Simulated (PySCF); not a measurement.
C2H3BN2O, SMILES OB1C=NC=N1. Geometry: PBE-D3(BJ)/def2-SVP. The structure was generated by enumeration, and PubChem lists no compound with its InChIKey, so it may never have been made. One conformer was computed; it need not be the lowest.

Level of theory: PBE-D3(BJ)/def2-SVP run with PySCF.

Harmonic wavenumbers (cm⁻¹): 141, 340, 361, 566, 590, 709, 778, 812, 857, 866, 970, 973, 1155, 1235, 1296, 1473, 1558, 1623, 3064, 3082, 3679. Rotational constants (GHz): 8.278, 3.622, 2.520; symmetry number 1.

### Question
Work out the zero-point energy and the ideal-gas rigid-rotor harmonic-oscillator thermochemistry at 298.15 K and 1 atm.

### Answer
ZPE = ½ Σ hcν = ½ × 26127 cm⁻¹ = 156.28 kJ/mol. H − E(el) = 172.13 kJ/mol. Entropy in J/(mol K): translation 163.69, rotation 108.18, vibration 31.35, total 303.22. G − E(el) = 81.72 kJ/mol. Cp = 83.64 J/(mol K). Modes under 150 cm⁻¹ make the vibrational entropy uncertain.
